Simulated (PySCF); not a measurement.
**How methods differ on the excitation energy of He**

He 1s2 (1S) → He 1s1 2s1 (3S), as a difference of total energies. All numbers are calculated (PySCF 2.14, no relativity, point nucleus, in aug-cc-pVQZ). Correlated levels: valence: nothing frozen. The calculations carry no spin-orbit coupling.

| method | excitation energy (eV) |
| --- | --- |
| UHF | 18.785 |
| LDA | 19.511 |
| PBE | 19.546 |
| PBE0 | 19.546 |
| r2SCAN | 19.902 |
| B2PLYP | 19.997 |
| r2SCAN0 | 19.846 |
| B3LYP | 20.113 |
| MP2 (valence) | 19.736 |
| SCS-MP2 (valence) | 19.945 |

Errors of the correlated levels include the incompleteness of this basis.

The promoted electron is Rydberg-like, and one or two diffuse shells describe it only roughly, which tends to raise the upper state.

Question: Which method comes closest to the reference value, and which is furthest?

Answer: The reference is 19.820 eV (measured; NIST levels). Closest: r2SCAN0 (error 0.026 eV); furthest: UHF (error -1.035 eV).
